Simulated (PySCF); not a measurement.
## Gas-phase XPS of `[PH2][GeH2][c]1ccccc1`, computed

Species: C6H9GeP.
Z-matrix (Å and degrees, PBE0-D3(BJ)/def2-SVP geometry), rows numbered from 1:
```
P 
Ge  1  2.3305
C   2  1.9461  1  112.85
C   3  1.4008  2  120.76  1   -96.01
C   4  1.3945  3  120.74  2   178.11
C   5  1.3941  4  120.02  3     0.01
C   6  1.3946  5  119.83  4    -0.00
C   7  1.3938  6  120.02  5    -0.05
H   1  1.4295  2   93.03  3   -49.49
H   1  1.4290  2   93.27  3    43.79
H   2  1.5410  1  107.61  3  -120.72
H   2  1.5414  1  107.11  3   121.13
H   4  1.0941  3  120.03  2    -2.16
H   5  1.0929  4  119.89  3   179.86
H   6  1.0927  5  120.09  4   179.91
H   7  1.0929  6  120.07  5   179.80
H   8  1.0943  3  120.06  2     2.13
```

Computed with delta-SCF UKS SCAN, pcX-2 on the ionised atom, pcseg-1 elsewhere, spin-free X2C in PySCF. Binding energies are ΔSCF values: E(core-ionised, relaxed orbitals) − E(ground state) at a fixed geometry, referred to the vacuum level.

Task: What binding energy does each computed site have?

Result: 
| atom(s) | bonded to | level | binding energy (eV) | 2p1/2 (eV) | above the level's lowest (eV) | count |
| --- | --- | --- | --- | --- | --- | --- |
| P1 | 2 H and Ge | P 2p3/2 | 136.02 | 136.91 | 0.00 | 1 |
| P1 | 2 H and Ge | P 1s | 2149.55 | – | 0.00 | 1 |
| C3 | 2 C (aromatic in the SMILES) and Ge | C 1s | 289.91 | – | 0.00 | 1 |
| C4/C8 | 2 C (aromatic in the SMILES) and H | C 1s | 290.16 | – | +0.25 | 2 |
| C5/C7 | 2 C (aromatic in the SMILES) and H | C 1s | 290.23 | – | +0.32 | 2 |
| C6 | 2 C (aromatic in the SMILES) and H | C 1s | 290.18 | – | +0.27 | 1 |

Lowest listed C 1s: C3, bonded to 2 C (aromatic in the SMILES) and Ge. Highest, 0.32 eV above it: C5/C7, bonded to 2 C (aromatic in the SMILES) and H. The widest gap between neighbouring values is 0.25 eV, between 289.91 and 290.16 eV. Summing the Pauling electronegativity differences to the bonded atoms, each weighted by its formal bond order, gives -0.54 for the lowest site and -0.35 for the highest; no listed site has a larger sum than the highest. The values 290.16, 290.18 and 290.23 eV lie too close for their order to be trusted.

Task: Which photon energy gives electrons from C 1s of C5/C7 a kinetic energy of 150 eV, and what is their de Broglie wavelength?

Result: hν = 290.23 + 150 = 440.23 eV, recoil neglected; λ = 12.264 Å/√(E/eV) = 1.00 Å.

Task: Give the binding energy of C 1s of C5/C7 in hartree and in kJ/mol.

Result: 290.23 eV = 10.6658 Eh = 28003 kJ/mol.

Topologically equivalent atoms share the value of their first member; where this conformer doesn't relate them by symmetry, their own values could differ. Spin contamination (⟨S²⟩ against 0.75 for a pure doublet) is marked for C 1s of C3 (0.86), which makes this value less certain. Spin–orbit coupling isn't in the SCF: each 2p doublet comes from a relaxed spin-free hole plus a matrix of the shell (mean-field spin–orbit coupling and the ground-state 2p splitting), with 2p3/2 averaged over its two sublevels. 2p1/2 minus 2p3/2 (ligand field included): P 0.89 eV. No level of germanium is listed. One conformer (not necessarily the lowest) at the PBE0-D3(BJ)/def2-SVP geometry, without solvent, vibrations or thermal averaging.

On one thread of an x86-64 server, no GPU (shared host), this took 56 s.
